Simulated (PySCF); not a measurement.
[PySCF: GFN2-xTB structure; shielding tensors at PBE0/pcSseg-1 (GIAO); relativity neglected; equivalent nuclei averaged; isolated molecule; one computed conformer]

Scale: TMS for $^{1}$H (σref 31.72), $^{13}$C (σref 186.93) (reference shieldings calculated alike). Shifts are as computed. Against solution values, carbons near 30 ppm lie about +3 ppm off and those near 130 ppm about +5 ppm; carbons on Cl a further +6 ppm. Of 1309 compounds with measured shifts, 239 miss one by over three times the rms of a fit or turn the order of signals round; such compounds aren't used in these exercises. Carbons bonded to Cl come out too deshielded.

Task: Order these molecules by the shift of their most deshielded carbon, lowest δ first.
A. CC(=O)O[SiH2]OC(C)=C=O
B. CO/C=C(\OC=O)C(=O)[SiH3]
C. C#C[Si@H]1C=C(C(C)=O)[SiH2]O1

Result: C (204.6 ppm, ketone carbonyl carbon), B (222.5 ppm, carbonyl carbon), A (252.7 ppm, central carbon of a ketene).

Task: How many $^{13}$C and $^{1}$H signals does each give (equivalence by symmetry and fast rotation, but not about amide C–N or C=N bonds)? `CO/C=C(\OC=O)C(=O)[SiH3]`, `C#C[Si@H]1C=C(C(C)=O)[SiH2]O1`, `CO[SiH2]CC(Cl)=C=O`, `CC(=O)O[SiH2]OC(C)=C=O`

Result: CO/C=C(\OC=O)C(=O)[SiH3]: 5 C, 4 H; C#C[Si@H]1C=C(C(C)=O)[SiH2]O1: 6 C, 6 H; CO[SiH2]CC(Cl)=C=O: 4 C, 3 H; CC(=O)O[SiH2]OC(C)=C=O: 5 C, 3 H.
